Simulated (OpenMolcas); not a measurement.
# Levels of Zr2+ by method

```yaml
Program: OpenMolcas
Basis: ANO-RCC-VTZP [7s6p4d2f1g]
Scalar_Hamiltonian: DKH2, point nucleus
Active_space: 2 electrons in 10 orbitals (4d 5d)
State_averaging: 2S+1 = 3 even, 10 roots; 2S+1 = 1 even, 15 roots
Spin-orbit_coupling: RASSI with atomic mean-field integrals over the reference wave functions, term energies averaged over their components
```

Methods on the same reference wave functions:
A. CASSCF
B. SS-CASPT2, IPEA 0.25 Eh, imaginary shift 0.1 Eh (closed shells correlated: 4s 4p)
C. XMS-CASPT2, IPEA 0.25 Eh, imaginary shift 0.1 Eh (closed shells correlated: 4s 4p)

Energies in eV above 4d2 3F2, the measured ground level; measured values from Moore, Atomic Energy Levels, vol. II, NSRDS-NBS 35 (1971 reprint of NBS Circular 467, 1952); NIST levels as listed in Rynkun, Gaigalas and Jonsson, Astron. Astrophys. 637, A10 (2020).

| Level | A | B | C | Measured |
| --- | --- | --- | --- | --- |
| 4d2 3F2 | 0.0000 | 0.0000 | 0.0000 | 0.0000 |
| 4d2 3F3 | 0.0834 | 0.0862 | 0.0855 | 0.0844 |
| 4d2 3F4 | 0.1853 | 0.1879 | 0.1871 | 0.1843 |
| 4d2 1D2 | 1.1113 | 0.744 | 0.808 | 0.7119 |
| 4d2 3P0 | 1.2469 | 1.056 | 1.044 | 0.9996 |
| 4d2 3P1 | 1.2776 | 1.088 | 1.076 | 1.0322 |
| 4d2 3P2 | 1.3531 | 1.153 | 1.144 | 1.0958 |
| 4d2 1G4 | 1.6771 | 1.463 | 1.452 | 1.3699 |
| 4d2 1S0 | 3.9267 | 3.005 | 3.076 | 2.9730 |

Deviations, from unrounded energies. A percentage is the sum of absolute deviations over the sum of measured energies, with the sign that they share, or ± where signs differ.

| Against measurement | Levels | A | B | C |
| --- | --- | --- | --- | --- |
| mean absolute deviation (cm-1) | 8 | 2400 | 330 | 420 |
| fine structure of the ground term (%) | 2 | ±0.8 | +2.0 | +1.5 |
| other terms of the ground configuration (%) | 6 | +29.5 | +4.0 | +5.1 |

B lies closest to measurement on these levels and A furthest from it. The largest miss of B in the table is 4d2 1G4, by +750 cm-1. The ranking rests on the paired levels alone, and a cruder setting can come out closer through cancelling errors.

Between B and C the level of the table that moves most is 4d2 1S0, by 570 cm-1 (lowest in B, highest in C). Moves below CASPT2's spread within the term are not significant.

The mean deviations of B to C differ by less than CASPT2's widest spread within a term (1100 cm-1), so their order carries little weight.

From A to B the spin-free energies of the other terms of 4d2 shown, above 3F, scale by factors of 0.62 to 0.86.

The lowest spin-free term lies below A's lowest term by 0.255 hartree in B, 0.258 hartree in C.

CASPT2 does not keep the components of a term degenerate, so their means are used; among the terms shown or strongly mixed into the levels shown the widest spread is 1100 cm-1 (4d2 1G, C). Active for correlation alone: 5d; no level in the range computed is led by a configuration that fills it, so any true level of that kind is missing. Without dynamic correlation excited terms often stand tens of per cent too high (terms of higher spin than the ground term too low), and those without a measured partner can miss by more than the paired ones (holds for A). Some levels mix across a computed gap that differs much from the measured one, so their mixing is not that of the real levels (holds for A). Computed and measured levels are paired by configuration, term and J; levels that our copy of the source lacks, or whose pairing is in doubt (as where it misses far off the trend of its configuration), stay unpaired and out of the deviations. Only configurations of the active space appear.
